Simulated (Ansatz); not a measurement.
Vertical ionisation energy (eV) of eight halogen compounds: PBE beside PBE0, computed with Ansatz (a program for electronic structure) for isolated molecules in the bases named; differences from unrounded values. The eight are the first of their class met in an unordered collection, after screening for sound electronic states; none was chosen by its value. Functionals give these values as differences of separate SCF runs (ΔSCF), EOM-CCSD as a root; each molecule has one DFT geometry for both levels.

```
molecule                                                               basis   PBE0    PBE  difference
-----------------------------------------------------------------  ---------  -----  -----  ----------
C4H2ClF, SMILES C#C/C(Cl)=C\F                                      def2-SVPD   9.33   9.12       -0.21
C3H7Br, SMILES CC(C)Br                                             def2-SVPD  10.19  10.01       -0.18
C4H3Br, SMILES BrC(=C)C#C                                          def2-SVPD   9.27   9.10       -0.18
CH3BrSe, SMILES Br[Se]C                                            def2-SVPD   8.79   8.57       -0.22
C4H2BrF, SMILES C#C/C(F)=C\Br                                      def2-SVPD   9.19   8.95       -0.23
C₄H₄F₂, SMILES F/C=C\C(F)=C                                        def2-SVPD   9.05   8.94       -0.12
3-bromo-1,1-difluoropropa-1,2-diene (C₃HBrF₂), SMILES BrC=C=C(F)F  def2-SVPD  10.10   9.81       -0.30
C₅H₅F, SMILES FC1=CC=CC1                                           def2-SVPD   8.46   8.41       -0.05
```

PBE lies below PBE0 in 8 and above it in 0 of the eight; the mean signed difference is -0.19 and the largest -0.30 eV.
